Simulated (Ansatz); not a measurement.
`CNBBr` + H₂S → `CNBS` + HBr  (ligand exchange at a B–Br bond)

Isolated molecules relaxed with PBE0-D4/def2-TZVP in Ansatz; ΔE leaves out vibrations. CBS: MP2 limit from def2 TZ/QZ plus the TZ coupled-cluster correction, frozen cores. This one scheme is used for every species. DFT in def2-TZVPP. For Br outer-core shells are correlated without core-valence functions, which leaves a few kJ/mol of doubt a bond. Scalar relativity is left out up to krypton. One conformer a species, not always the lowest.

`CNBBr`:

Z-matrix (Å, degrees):
```
C
N 1 1.446
H 1 1.094 2 111.3
H 1 1.094 2 111.3 3 -121.0
H 1 1.090 2 109.2 3 119.5
B 2 1.378 1 125.8 3 -119.6
H 2 1.009 1 114.9 3 60.4
Br 6 1.934 2 119.5 1 -180.0
H 6 1.191 2 122.0 1 -0.0
```

H₂S:

Cartesian coordinates in Å:
```
S -0.129 -0.581 0.171
H -0.622 0.619 0.511
H 0.752 -0.038 -0.682
```

`CNBS`:

Z-matrix (Å, degrees):
```
C
N 1 1.444
H 1 1.095 2 111.6
H 1 1.094 2 111.6 3 121.2
H 1 1.090 2 109.1 3 -119.4
B 2 1.389 1 125.8 3 119.3
H 2 1.009 1 114.1 3 -60.7
S 6 1.820 2 119.9 1 -180.0
H 6 1.195 2 119.9 1 0.0
H 8 1.339 6 96.2 2 -180.0
```

HBr:

Z-matrix (Å, degrees):
```
Br
H 1 1.420
```

(1) Is it downhill or uphill in electronic energy at CCSD(T)/CBS, and by how much? (Best estimate.)

(2) What do these levels give: BLYP-D4, B2PLYP, BLYP, PBE0, CAM-B3LYP, SCS-MP2/def2-TZVPP? (An estimate is asked.)

Largest T1 diagnostic among the species: 0.012.

Results:

(1) The calculation gave: Uphill: ΔE = +5.1 kcal/mol.

(2) Ansatz gave: BLYP-D4 3.8, B2PLYP 4.7, BLYP 4.1, PBE0 3.9, CAM-B3LYP 4.3, SCS-MP2/def2-TZVPP 5.3 kcal/mol.

At CCSD(T), def2-SVP lies −1.5 kcal/mol from the extrapolated value and def2-TZVPP −0.2 kcal/mol. From BLYP to BHLYP (50 % exact exchange), in def2-TZVPP and without D4, ΔE moves by +0.7 kcal/mol. Leaving LDA and LC-ωPBE aside and taking each functional with its dispersion term where it has one, the values, not all of them listed here, spread over 1.7 kcal/mol, from revPBE-D4 to BHLYP-D4.
